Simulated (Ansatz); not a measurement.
# A geometry optimisation of AlF2H2NSi with B3LYP-D3(BJ)/def2-SVP

The starting geometry of this gas-phase singlet was optimised with GFN2-xTB; its bonds are those of `[F][Al-]1([F])[NH+]=[SiH]1`.

```xyz
7

Al    0.0111    0.3475    1.7414
F    -1.0070    0.8827    2.9253
F     1.6180    0.3814    2.1195
N    -0.5022    0.5282   -0.0452
Si   -0.7702   -1.1531    0.0390
H    -0.6276    1.1378   -0.8420
H    -1.2270   -1.6690   -1.2812
```

Task: Where would you expect an optimisation with B3LYP-D3(BJ)/def2-SVP to take it?

Result: A bond breaks, leaving `[F][Al]([F])[NH][SiH]`. Contacts that open: Al1–Si5 (2.40 → 3.16 Å).

The energy falls by 0.27 eV over 30 steps:

| step | E − E(last) (eV) |
| --- | --- |
| 1 | 0.266 |
| 4 | 0.158 |
| 7 | 0.128 |
| 11 | 0.115 |
| 14 | 0.114 |
| 17 | 0.113 |
| 20 | 0.086 |
| 24 | 0.011 |
| 27 | 0.000 |
| 30 | 0.000 |

Final geometry (Å):

```yaml
atoms:
  - { symbol: Al, position_ang: [0.0881, 0.6370, 1.7931] }
  - { symbol: F, position_ang: [-0.5838, 1.9446, 2.5516] }
  - { symbol: F, position_ang: [1.4329, -0.0606, 2.4490] }
  - { symbol: N, position_ang: [-0.6529, 0.0144, 0.2901] }
  - { symbol: Si, position_ang: [-0.1020, -1.3506, -0.6611] }
  - { symbol: H, position_ang: [-1.4812, 0.5164, -0.0342] }
  - { symbol: H, position_ang: [-1.2061, -1.2458, -1.7318] }
```

Frequencies at the end are all real (lowest 64 cm⁻¹). Run with Ansatz 0.2.0, 4 min on 1 thread of Intel(R) Xeon(R) Processor @ 2.50GHz (Skylake/Cascade Lake) (shared host).
